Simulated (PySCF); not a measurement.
The dipole of `CSc1cc2oc(C)cc2o1` from its density and from atomic charges.

Coordinates (GFN2-xTB, Å) and charges (e) from the PBE0/pcSseg-1 density (PySCF):

```tsv
atom	x	y	z	Mulliken	IAO	Hirshfeld	ESP-fitted
C1	3.900	0.926	0.153	-0.3676	-0.4992	-0.1169	-0.4323
S2	3.472	-0.730	-0.459	+0.0760	+0.1776	+0.0232	-0.0883
C3	1.733	-0.650	-0.346	+0.0304	+0.0384	+0.0333	+0.0867
C4	0.812	-1.615	-0.670	-0.0586	-0.2649	-0.1102	-0.5402
C5	-0.429	-1.008	-0.379	+0.1615	+0.1210	+0.0220	+0.3081
O6	-1.755	-1.233	-0.402	-0.4079	-0.2454	-0.0713	-0.2431
C7	-2.336	-0.085	0.063	-0.0032	+0.1737	+0.0641	+0.3867
C8	-3.820	-0.053	0.146	-0.1235	-0.4335	-0.1173	-0.5836
C9	-1.409	0.871	0.383	-0.1053	-0.2568	-0.1035	-0.5749
C10	-0.165	0.269	0.094	+0.1763	+0.1029	+0.0138	+0.0662
O11	1.167	0.499	0.119	-0.4216	-0.2484	-0.0600	+0.0125
H12	3.460	1.677	-0.496	+0.1610	+0.1670	+0.0459	+0.1431
H13	4.983	0.987	0.126	+0.1551	+0.1704	+0.0568	+0.2237
H14	3.538	1.040	1.170	+0.1609	+0.1671	+0.0458	+0.1426
H15	1.023	-2.591	-1.051	+0.0887	+0.1775	+0.0600	+0.2935
H16	-4.259	-0.216	-0.838	+0.1368	+0.1603	+0.0500	+0.1736
H17	-4.143	0.910	0.528	+0.1250	+0.1616	+0.0565	+0.1815
H18	-4.180	-0.842	0.806	+0.1368	+0.1603	+0.0501	+0.1745
H19	-1.602	1.851	0.765	+0.0793	+0.1706	+0.0576	+0.2698
```

Question: Compute μ = Σ q r for each scheme (1 e·Å = 4.803 D) and compare with the dipole of the full density.

Answer: The full density gives (-0.43, 1.56, 0.62) D, 1.73 D in size; dipole vectors point from the negative to the positive end.

```json
{"scheme": "Mulliken", "μx": "-1.06", "μy": "1.19", "μz": "0.51", "size (D)": "1.67", "share of the full size (%)": "97", "angle to the full dipole (°)": "25"}
{"scheme": "IAO", "μx": "0.52", "μy": "0.65", "μz": "0.22", "size (D)": "0.86", "share of the full size (%)": "50", "angle to the full dipole (°)": "52"}
{"scheme": "Hirshfeld", "μx": "-0.02", "μy": "0.54", "μz": "0.21", "size (D)": "0.57", "share of the full size (%)": "33", "angle to the full dipole (°)": "13"}
{"scheme": "ESP-fitted", "μx": "-0.41", "μy": "1.54", "μz": "0.61", "size (D)": "1.70", "share of the full size (%)": "99", "angle to the full dipole (°)": "1"}
```

Question: Which set comes closest?

Answer: Length of the difference vector: ESP-fitted 0.03 D, Mulliken 0.74 D, Hirshfeld 1.18 D, IAO 1.37 D. Closest: ESP-fitted. ESP charges are fitted to the potential around the molecule, whose slowest-falling term is the dipole's. 

Question: What is left for the Hirshfeld atoms' own dipoles?

Answer: The Hirshfeld atoms' densities add up to the full density, so μ = Σ q r + Σ (atomic dipoles). The atomic dipoles sum to (-0.43, 1.56, 0.62) − (-0.02, 0.54, 0.21) = (-0.41, 1.02, 0.41) D, 1.18 D in size.

Question: With the origin at the mean of the coordinates, (-0.001, 0.000, -0.015) Å, which are the largest single terms, by size, of the Mulliken dipole along the direction of the full one?

Answer: O6 +1.58, H15 -1.26, H17 +1.23, H19 +0.89, C5 -0.72 D; all 19 atoms together +1.52 D. The single terms depend on the origin, their sum doesn't.

Question: Give the size of the full dipole in other units.

Answer: 1.73 D = 0.680 au = 0.360 e·Å = 5.76 × 10⁻³⁰ C·m.

The structure is a single GFN2-xTB conformer in the gas phase; no vibrational or solvent corrections.

Shape of the structure used: `[CH3:1][S:2][c:3]1[cH:4][c:5]2[o:6][c:7]([CH3:8])[cH:9][c:10]2[o:11]1`: C1–S2–C3–C4 180°.
